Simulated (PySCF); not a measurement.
A side-by-side comparison of computed properties.

First species: C₇H₉O₂PS.
SMILES: `C=CC[P@](=O)(O)C1=CSC=C1`

Second species: C4H7PSi.
SMILES: `C(=PC=C)=C[SiH3]`

Levels: PBE0/pcSseg-1 for dipole moment, HOMO energy, LUMO energy and HOMO–LUMO gap; GFN2-xTB for rotational constant A and rotational constant C. Geometries: GFN2-xTB. Each species is one conformer at its optimised geometry, gas phase, non-relativistic unless stated; the electronic structure was computed with PySCF and density fitting.

The conformers computed, where there is a choice (atom-mapped SMILES and torsion angles):
- `[CH2:1]=[CH:2][CH2:3][P@:4](=[O:5])([OH:6])[c:7]1[cH:8][cH:9][s:10][cH:11]1`: C1–C2–C3–P4 103°, C2–C3–P4–O5 175°, C3–P4–C7–C8 -106°, H–O6–P4–C3 136°
- `[CH2:1]=[CH:2][P:3]=[C:4]=[CH:5][SiH3:6]`: C1–C2–P3–C4 -179°

Values for the first species:

- Dipole moment: 2.45 D
- HOMO energy: -7.17 eV
- LUMO energy: -0.90 eV
- HOMO–LUMO gap: 6.27 eV
- Rotational constant A: 1.237 GHz
- Rotational constant C: 0.527 GHz

(1) Estimate the same properties for the second species, and the change in each.

Answers

(1) 
| property | first | second | second less first |
| --- | --- | --- | --- |
| dipole moment | 2.45 D | 1.28 D | -1.17 D |
| HOMO energy | -7.17 eV | -6.66 eV | +0.51 eV |
| LUMO energy | -0.90 eV | -1.52 eV | -0.62 eV |
| HOMO–LUMO gap | 6.27 eV | 5.14 eV | -1.13 eV |
| rotational constant A | 1.237 GHz | 6.173 GHz | +4.936 GHz |
| rotational constant C | 0.527 GHz | 0.840 GHz | +0.313 GHz |

On the first: The dipole matches unit charges of opposite sign 0.51 Å apart (1 e·Å = 4.8032 D). A dipole of 2.45 D is allowed in C1, and pure rotational transitions are dipole-allowed.

On the second: A dipole of 1.28 D is allowed in C1, and pure rotational transitions are dipole-allowed. In atomic units the dipole is 0.50 e·bohr (1 au = 2.5417 D).
